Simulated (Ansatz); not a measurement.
Ansatz (an electronic-structure program) input (RPA@PBE/cc-pVTZ):

Ansatz 0.2 input:
```yaml
crystal:
  periodic: [false, false, false]
  atoms:
    - {symbol: O, position_ang: [-2.14284039, 0.49701634, 0.01569857]}
    - {symbol: B, position_ang: [-0.88388581, 0.90964823, -0.00284399]}
    - {symbol: Br, position_ang: [0.68169223, -0.23040156, -0.00403805]}
    - {symbol: H, position_ang: [-2.29707569, -0.46031718, 0.02996314]}
basis:
  gaussian:
    orbitals: cc-pVTZ
hamiltonian:
  xc: pbe
magnetization: {spin_polarized: true, initial_magnetization: 1}
correlation: {method: rpa, electrons: outside_noble_gas}
```

End of the output:

```
integrals: 0.07 GiB planned
732 factors; integrals over basis functions are off by at most 1.0e-3 eV
0.22 GiB of the device are held for the grids
1.26 GiB of device memory are held for the factors and their scratch space
mean field: 0.42 GiB planned
mean field evaluation 1: about -72769.1271 eV, gradient 4.1e1 eV
mean field evaluation 2: about -72769.1269 eV, gradient 4.1e1 eV
mean field evaluation 4: about -72774.0810 eV, gradient 1.1e1 eV
mean field evaluation 8: about -72774.7436 eV, gradient 8.9e-2 eV
mean field evaluation 16: about -72774.7427 eV, gradient 3.4e-5 eV
mean field -72774.74266009 eV, -2674.4224642662 hartree, gradient 2.7e-6 eV, S^2 0.752976; 0 other end points of the search recorded, 0 dependent functions left out
16 core orbitals not correlated
reference -72725.81598596 eV, -2672.6244421554 hartree; 9, 8 occupied and 92, 93 virtual orbitals, 732 factors
Total energy: -72746.64206549 eV, -2673.3897864618 hartree
```

It need not be the lowest isomer of its formula.
